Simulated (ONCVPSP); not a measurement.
## Cutoff test, Li, ONCV

* Element: Li (Z = 3)
* Generator: ONCVPSP 4.0.1
* Type: optimised norm-conserving Vanderbilt (ONCV)
* Functional: revPBE
* Relativity: scalar-relativistic
* Frozen core: [He]
* Valence charge: 1
* Reference configuration: 2s0.75 (charge +0.25)
* Partial waves: 2s: rc 2.20 bohr, ncon 4, nbas 7, qcut 2.5 1/bohr, 2 projectors, debl 0.3 Ha; p scattering state at 0.38 Ha: rc 2.35 bohr, ncon 4, nbas 8, qcut 3 1/bohr, 2 projectors, debl 1.5 Ha; d scattering state at 0.03 Ha: rc 2.05 bohr, ncon 5, nbas 9, qcut 5.5 1/bohr, 3 projectors, debl 3.8 Ha
* Local potential: polynomial inside 1.60 bohr (lpopt 5, dvloc0 1 Ha)
* Core correction: Teter function, fcfact 2.25, rcfact 1.35

In the p channel the program set the typed energies aside and used 0.050, 1.550 Ha.

**Question.** For each optimised wave give the share of its norm inside rc, the residual kinetic energy above qcut (Ha) and the cutoffs (Ha) for errors of 10, 1, 0.1 and 0.01 mHa per electron.

**Answer.**

```csv
wave,norm inside rc,residual KE,10 mHa,1 mHa,0.1 mHa,0.01 mHa
2s,0.150,1.6e-04,0.5,2.2,3.5,8.8
s projector 2,0.131,5.8e-04,1.1,2.7,17.2,33.7
p projector 1,0.440,2.0e-03,2.6,5.6,30.9,37.8
p projector 2,0.200,1.8e-02,5.2,11.8,38.0,47.0
d projector 1,0.002,4.8e-07,0.3,0.7,1.4,4.3
d projector 2,0.182,3.8e-04,7.5,13.0,19.4,39.7
d projector 3,0.129,1.6e-03,12.3,20.0,87.1,110.6
```

The occupied waves need 2.2 Ha and 3.5 Ha for 1 and 0.1 mHa. Rows with under 1 % of the norm inside rc give no meaningful cutoff. The cutoffs count occupied waves only; projector 3 of the d channel, the hardest unoccupied one, needs 20 Ha at the loose tolerance.
